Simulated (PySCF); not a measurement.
A calculated (r2SCAN0, PySCF 2.14, dyall-av2z, no relativity, point nucleus) atom or ion has these occupied shells.

| shell | electrons | orbital energy (eV) | rms radius, mean of both spins (bohr) |
| --- | --- | --- | --- |
| 1s α | 1 | -11622.5 | 0.0537 |
| 1s β | 1 | -11622.2 | 0.0537 |
| 2s α | 1 | -1479.2 | 0.224 |
| 2s β | 1 | -1479.1 | 0.224 |
| 2p α | 3 | -1320.1 | 0.198 |
| 2p β | 3 | -1319.9 | 0.198 |
| 3s α | 1 | -198.29 | 0.652 |
| 3s β | 1 | -197.87 | 0.652 |
| 3p α | 3 | -143.68 | 0.672 |
| 3p β | 3 | -143.30 | 0.672 |
| 3d α | 5 | -48.262 | 0.752 |
| 3d β | 5 | -47.829 | 0.752 |
| 4s α | 1 | -18.740 | 2.09 |
| 4p α | 3 | -8.292 | 2.70 |
| 4p β | 1 | -5.344 | 2.70 |

Problem. Name the element and its charge.

Solution. As (arsenic, neutral), in [Ar] 3d10 4s1 4p4, high-spin 4P determinant (an excited configuration).
